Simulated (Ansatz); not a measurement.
`[O][GaH][Cl]` radical. The species carries charge 0 and has multiplicity 2. The structure was optimised at the PBE0-D4/def2-TZVP level.

```xyz
4

O    -0.885   -1.033    1.131
Ga    0.046   -0.123   -0.107
Cl    0.144    1.962    0.305
H     0.695   -0.806   -1.329
```

Problem. What is the dipole moment at PBE/def2-TZVPP? (An estimate is asked.)

Solution. The calculation gave: 1.92 D, with components (0.92, -0.50, -1.61) D in this frame, pointing from negative to positive charge.

Problem. And with r2SCAN, B3LYP, ωB97M-V? (Estimate.)

Solution. Computed: r2SCAN 1.95 D, B3LYP 1.99 D, ωB97M-V 2.02 D.

Problem. Give the Mulliken charges with PBE, ωB97M-V, B3LYP in def2-TZVPP. (Estimate.)

Solution. Computed: 
```tsv
atom	PBE	ωB97M-V	B3LYP
O1	-0.25	-0.30	-0.29
Ga2	0.47	0.53	0.55
Cl3	-0.21	-0.24	-0.24
H4	0.00	0.01	-0.01
```

B3LYP here is the variant with VWN-RPA as its local correlation; programs differ in this.
